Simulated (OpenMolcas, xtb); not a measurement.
# A ladder of methods for CH6BNO2 (SMILES COB(N)O)

CH6BNO2: 11 atoms, total charge 0, spin state singlet. SMILES: `COB(N)O`. The coordinates come from a PBE0-D4/def2-TZVP relaxation. This is one conformer, not always the lowest.

```xyz
11

C     0.7135    0.8516    1.1297
O    -0.4467    0.1025    0.8785
B    -0.6440   -0.5067   -0.3384
N     0.2758   -0.4319   -1.4037
O    -1.8010   -1.2231   -0.5148
H     0.8013    1.7018    0.4431
H     0.6544    1.2386    2.1476
H     1.6169    0.2360    1.0476
H     1.1441    0.0663   -1.3669
H     0.0952   -0.8909   -2.2775
H    -2.3441   -1.2011    0.2754
```

Each level gives the dipole moment (D). The values are calculated.

```tsv
level	kind	program	value (D)	CPU time
GFN1-xTB	semi-empirical	xtb	2.39	under 2 s
HF/6-31G* (spherical functions)	Hartree–Fock	OpenMolcas	2.11	5.2 s
SVWN5/6-31G* (spherical functions)	LDA	OpenMolcas	1.80	19 s
BLYP/6-31G* (spherical functions)	GGA	OpenMolcas	1.72	28 s
revPBE/6-31G* (spherical functions)	GGA	OpenMolcas	1.73	32 s
M06-L/6-31G* (spherical functions)	meta-GGA	OpenMolcas	1.75	38 s
B3LYP/6-31G* (spherical functions)	global hybrid	OpenMolcas	1.84	30 s
```

The values span 1.72 to 2.39 D. Magnitudes only. CPU times are rough (shared hosts, several kinds of processor): they show what a rung costs within a factor of a few.
